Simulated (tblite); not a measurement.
Run record: tight-binding relaxation, `[C@]([NH][GeH3])([GeH3])(C#C)C`.

Computed with GFN2-xTB geometry optimisation, gas phase (tblite 0.8.0). Start geometry: from a force field or distance geometry. The command runs a driver script over a list of jobs; the input below is this job's line of settings and its coordinates in Å.

Command:
```bash
OMP_NUM_THREADS=1 python probes_run.py task.json out
```

Input:
```
{"job": {"kind": "relax", "xc": "GFN2-xTB", "basis": "xTB"}, "charge": 0, "multiplicity": 1}
C     -0.309800     1.918400    -1.719500
C     -0.001300     1.040300    -0.975600
C      0.407800    -0.051900    -0.041500
C      0.259400    -1.405600    -0.745300
Ge     2.286400     0.213200     0.397600
N     -0.376200    -0.000400     1.211100
Ge    -2.228800    -0.185600     0.976500
H     -0.595100     2.702900    -2.374600
H      0.971100    -1.493600    -1.590800
H      0.479700    -2.232000    -0.014300
H     -0.767300    -1.563900    -1.139200
H      3.125200     0.170000    -0.909200
H      2.465400     1.592100     1.090300
H      2.759600    -0.911700     1.344300
H     -0.226700     0.941100     1.668100
H     -2.746900     0.788600    -0.095900
H     -2.942100     0.138800     2.320400
H     -2.569000    -1.654600     0.586000
```

Task: What does the run print?

Result: 
```
step      E/eV     max force
  0    -567.20556    1.977
  1    -567.27386    4.067
  2    -567.38282    1.475
  3    -567.42619    0.533
  4    -567.45719    0.426
  5    -567.47030    0.317
  6    -567.47850    0.237
  7    -567.48435    0.269
  8    -567.49075    0.252
  9    -567.49700    0.284
... (80 lines left out)
 90    -567.55494    0.015
 91    -567.55499    0.024
 92    -567.55507    0.026
 93    -567.55515    0.019
 94    -567.55520    0.018
 95    -567.55523    0.013
 96    -567.55526    0.014
 97    -567.55529    0.017
 98    -567.55531    0.012
 99    -567.55533    0.010
```

«max force» is the largest atomic force in eV/Å.

Task: From which step on does the largest force stay under 0.1 eV/Å, and how much energy is left to gain from there?

Result: From step 34 (0.084 eV/Å), 16.1 meV above the end.

In short: energy lowered by 8.1 kcal/mol over 99 steps; largest atomic force 0.010 eV/Å at the end.

The run took 1.3 s wall on one thread, Arm Neoverse N1 (aarch64), no GPU, shared host.
Labels such as C1 count atoms from 1, the log's own numbers from 0.
